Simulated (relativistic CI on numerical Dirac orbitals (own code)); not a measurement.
Cr2+: resonant inelastic scattering at the M2,3 edge

Computed with this model: Dirac-Coulomb-Breit CI, orbitals from a KLI potential per configuration, QED by a radiative potential, valence Slater integrals scaled by 0.7, Kramers-Heisenberg scattering through one core-hole configuration in a parametric crystal field; configurations [Ar] 3d4 → [Ne] 3s2 3p5 3d5; 80 K; core-hole width 0.8 eV; summed over polarisations. Incident energies are the highest absorption maxima for each field (at most a few, so the weaker spin-orbit partner edge can be absent), on the computed scale of the free ion. Intensities are in per cent of the strongest line above 0.02 eV; levels within 1 cm⁻¹ are merged; final levels count from the ground level, the first row holds all elastic scattering, lines under 0.4 are left out and each table stops after 24 rows. The scale of the Slater integrals is a model choice and moves the terms in proportion.

Field parameters in Wybourne normalisation: D4h B²₀ = −7Ds, B⁴₀ = 21(Dq − Dt), B⁴₄ = 21√(5/14) Dq. The field is a parameter set, without covalency.

S is read from ⟨S²⟩ = S(S + 1).

D4h, 10Dq = 9900, Ds = -1500, Dt = 620 cm⁻¹:

```csv
Final level (eV),Degeneracy,Irrep,S,48.9 eV,55.7 eV
0.000,1,A1,2.00,583.2,264.6
0.001,2,E,2.00,14.8,10.0
0.002,2,B1+B2,2.00,6.8,4.6
0.360,2,A1+A2,2.00,5.3,32.1
0.361,2,E,2.00,7.3,45.4
0.361,1,B1,2.00,4.0,25.0
0.634,2,E,2.00,28.4,100.0
0.640,1,A2,2.00,17.3,47.7
0.641,1,A1,2.00,17.3,52.2
0.647,2,E,2.00,37.3,96.3
0.653,1,B2,2.00,18.5,46.3
0.654,1,B1,2.00,16.9,45.1
0.660,2,E,2.00,29.1,86.5
1.577,2,E,1.02,0.1,1.0
1.586,1,B2,1.28,0.3,6.6
1.589,4,,1.99,4.4,87.2
1.590,1,B2,1.80,1.2,21.6
3.772,3,,1.00,0.1,0.6
```

D4h, 10Dq = 9900, Ds = -860, Dt = 620 cm⁻¹:

| Final level (eV) | Degeneracy | Irrep | S | 48.9 eV | 55.6 eV |
| --- | --- | --- | --- | --- | --- |
| 0.000 | 1 | A1 | 2.00 | 454.2 | 208.4 |
| 0.001 | 2 | E | 2.00 | 12.0 | 8.4 |
| 0.002 | 2 | B1+B2 | 2.00 | 5.5 | 3.8 |
| 0.043 | 2 | A1+A2 | 2.00 | 6.4 | 26.3 |
| 0.044 | 2 | E | 2.00 | 8.4 | 38.5 |
| 0.044 | 1 | B1 | 2.00 | 4.5 | 21.6 |
| 0.555 | 2 | E | 2.00 | 25.2 | 76.8 |
| 0.561 | 1 | A2 | 2.00 | 16.3 | 38.0 |
| 0.562 | 1 | A1 | 2.00 | 15.5 | 42.1 |
| 0.568 | 2 | E | 2.00 | 35.4 | 79.2 |
| 0.574 | 1 | B2 | 2.00 | 17.7 | 37.6 |
| 0.574 | 1 | B1 | 2.00 | 17.0 | 37.7 |
| 0.581 | 2 | E | 2.00 | 29.6 | 69.2 |
| 1.272 | 5 |  | 2.00 | 11.5 | 100.0 |
| 4.971 | 3 |  | 1.00 | 0.0 | 0.5 |

For the first field the strongest loss at the lowest incident energy is the level at 0.65 eV (S = 2.00, against 2.00 in the thermal ground state).
